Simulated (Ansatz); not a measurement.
Molecule: sum formula SiNHCl3, charge 0, multiplicity 2. It need not be the lowest isomer of its formula. SMILES: [NH][Si](Cl)(Cl)Cl
Structure (B3LYP-D3(BJ)/def2-TZVP (Ansatz, a program for electronic structure) minimum search):
```
Si
N 1 1.7311
H 2 1.0239 1 112.57
Cl 1 2.0305 2 109.34 3 -180.00
Cl 1 2.0443 2 109.47 3 60.50
Cl 1 2.0443 2 109.47 3 -60.50
```
Charge 0, spin multiplicity 2.

Parts of the frozen-core correlation energy in cc-pwCVTZ (Ansatz, hartree). Frozen orbitals: 21; correlated occupied orbitals by spin: 16 and 15; virtual: 256 and 257. Open shells are spin-unrestricted. No spin-orbit coupling. No relativistic terms.

```
term                             value
-------------------------  -----------
reference (HF)             -1722.71365
MP2 opposite-spin           (withheld)
MP2 same-spin               (withheld)
CCSD correlation            (withheld)
(T)                           -0.04039
T1 diagnostic                    0.011
largest doubles amplitude        0.015
<S^2> of the reference           0.758
```

**Question.** Fill in the missing entries.

**Answer.** 
- MP2 opposite-spin, value: -0.63947
- MP2 same-spin, value: -0.21692
- CCSD correlation, value: -0.91314
